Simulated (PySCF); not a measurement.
# XPS shifts beside NMR shieldings

C5H15NSi2.
SMILES with atom numbers: `[CH3:1][NH:2][Si@@H:3]1[CH2:4][CH2:5][C@@H:6]([CH3:7])[SiH2:8]1`

Geometry (PBE0-D3(BJ)/def2-SVP, Å), atoms numbered from 1 in this order:
```
atom  x, y, z in Å
C1     3.2586    0.9015   -0.5631
N2     2.3148   -0.0416   -0.0143
Si3    1.0933    0.3640    1.1538
C4    -0.2386   -0.9920    1.2281
C5    -1.6137   -0.3310    1.3992
C6    -1.8822    0.7612    0.3501
C7    -3.2634    1.3892    0.4873
Si8   -0.4167    1.9964    0.4218
H9     2.7658    1.8761   -0.7125
H10    3.6194    0.5746   -1.5531
H11    4.1487    1.0833    0.0717
H12    2.6652   -0.9942    0.0089
H13    1.6142    0.6459    2.5400
H14   -0.0515   -1.7376    2.0169
H15   -0.2023   -1.5255    0.2615
H16   -1.6885    0.1154    2.4094
H17   -2.4148   -1.0915    1.3543
H18   -1.8022    0.2878   -0.6478
H19   -3.4554    2.1357   -0.2987
H20   -4.0594    0.6275    0.4230
H21   -3.3747    1.8990    1.4585
H22   -0.6968    3.0765    1.4242
H23   -0.1486    2.6449   -0.9011
```

Binding energies: delta-SCF UKS SCAN, pcX-2 on the ionised atom, pcseg-1 elsewhere, spin-free X2C (PySCF 2.14.0). Shieldings: GIAO PBE0/pcSseg-1, non-relativistic, same geometry.

```tsv
atom	C 1s (eV)
C1	291.43
C4	289.72
C5	290.34
C6	289.78
C7	290.34
```

Q: What are the absolute isotropic shieldings of these atoms?

A: 
```csv
atom,environment,C 1s (eV),isotropic shielding (ppm)
C4,sp3 carbon bound to silicon,289.72,166.5
C6,sp3 carbon bound to silicon,289.78,160.5
C5,ring CH2 carbon,290.34,149.2
C7,methyl carbon,290.34,163.7
C1,N-methyl carbon,291.43,150.4
```

Q: Among the listed atoms, is the one with the highest binding energy also the least shielded?

A: No. The highest binding energy is at C1 (291.43 eV, shielding 150.4 ppm), the lowest shielding at C5 (149.2 ppm, 290.34 eV).

By binding energy: C4 < C6 < C5 ≈ C7 < C1. By shielding: C5 < C1 < C6 < C7 < C4.

Geometry: PBE0-D3(BJ)/def2-SVP, one conformer, isolated molecule.
